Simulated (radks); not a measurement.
The numbers below are computed, except where a source is named.
Q: Excited configurations of Ce5+: one electron is placed in a higher orbital outside [Kr] 4d10 5s2 5p4. The ground configuration is [Kr] 4d10 5s2 5p5. Code: a radial shooting solver on a logarithmic mesh with Libxc functionals. Model: scalar-relativistic Kohn-Sham, BLYP, spin-polarised, spherical densities, finite nucleus; open shells are filled with parallel spins first (spin-orbit coupling, left out, can overturn this in heavy ions); Fermi nuclear charge, rms radius 4.8771 fm. Excitation = E - E(ground); binding = E(ion) - E, where the ion is the core of charge +6; n* = 6/sqrt(2 binding) in atomic units, and the quantum defect is n - n*.

outer orbital  excitation (eV)  binding (eV)     n*  quantum defect  eigenvalue (eV)  <r> (bohr)
4f                      11.230        67.867  2.686           1.314          -57.771      0.9908
5d                      24.502        54.595  2.995           2.005          -49.067       1.973
6p                      40.673        38.424  3.570           2.430          -35.235       3.161
6f                      58.807        20.290  4.913           1.087          -18.516       5.188
7s                      52.491        26.606  4.291           2.709          -24.705       4.747
7p                      55.472        23.625  4.553           2.447          -21.858       5.199
7d                      59.972        19.125  5.061           1.939          -17.597       6.115
7f                      64.893        14.204  5.872           1.128          -13.088       7.831

Estimate the row for 6d.

A: excitation (eV) 49.859; binding (eV) 29.238; n* 4.093; quantum defect 1.907; eigenvalue (eV) -26.802; <r> (bohr) 3.857. The Delta-SCF ionisation energy is 79.097 eV (NIST Atomic Spectra Database: 78 eV, semi-empirical). Self-interaction in the functional shifts the binding energies and quantum defects, so they are the method's values and not measured ones. Open shells are spherical and high-spin; term and fine-structure splittings are not resolved. Spin-orbit splitting is averaged out at the scalar-relativistic level.
